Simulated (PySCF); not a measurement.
MoH3, SMILES [MoH3] (connectivity only; charge and spin as stated), neutral, multiplicity 4. Atoms are numbered in the order given.

```xyz
4

Mo     0.0000     0.0000     0.0000
H      1.7114     0.0000     0.0000
H     -0.8557     1.4821     0.0000
H     -0.8557    -1.4821     0.0000
```
Charge 0, spin multiplicity 4.

Coordinates come from a B3LYP-D3(BJ)/def2-TZVPD optimisation. The geometry has at least one imaginary mode, so it is a saddle point at that level. The spin state was assumed, not searched. The def2 effective core potentials stand for the cores of Mo; spin–orbit coupling is left out.

Method: PBE/def2-TZVPD (PySCF).

Mulliken values depend strongly on the basis, most of all with diffuse functions as here. ESP charges are fitted to the potential on shells at 1.4 to 2.0 van der Waals radii. Atomic charges (e):

| atom | Mulliken | ESP fit | Mulliken spin |
|---|---|---|---|
| Mo1 | -0.10 | ? | 3.42 |
| H2 | 0.03 | ? | -0.14 |
| H3 | 0.03 | ? | -0.14 |
| H4 | 0.03 | ? | -0.14 |

Q: Fill in the missing entries. (The exact figures need the calculation; the answer reports its results.)

A: 
- Mo1, ESP fit: 0.41
- H2, ESP fit: -0.14
- H3, ESP fit: -0.14
- H4, ESP fit: -0.14
